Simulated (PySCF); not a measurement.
Species: sum formula H₉Si₄O, charge -1, multiplicity 1. It need not be the lowest isomer of its formula. Whether it binds its extra electron was not tested at this geometry. SMILES: [SiH3][Si]([SiH3])([O-])[SiH3]
Geometry: optimised at B3LYP-D3(BJ)/def2-TZVP (Ansatz).

Dispersion corrections to the total energy (kcal/mol) from the dftd3 and dftd4 libraries through PySCF: D3(BJ) without and D4 with the three-body term, each with the damping fitted for the functional named.

```tsv
functional	D3(BJ)	D4
HSE06	-7.66	-8.61
BHLYP	-14.66	-14.47
B2GP-PLYP	-9.42	-4.67
PBE0	___	-9.06
TPSSh	___	-12.69
PW6B95	___	-7.79
revPBE	-20.54	-25.55
```

**Question.** Complete the blanks.

**Answer.** 
- PBE0, D3(BJ): -8.59
- TPSSh, D3(BJ): -11.49
- PW6B95, D3(BJ): -6.41
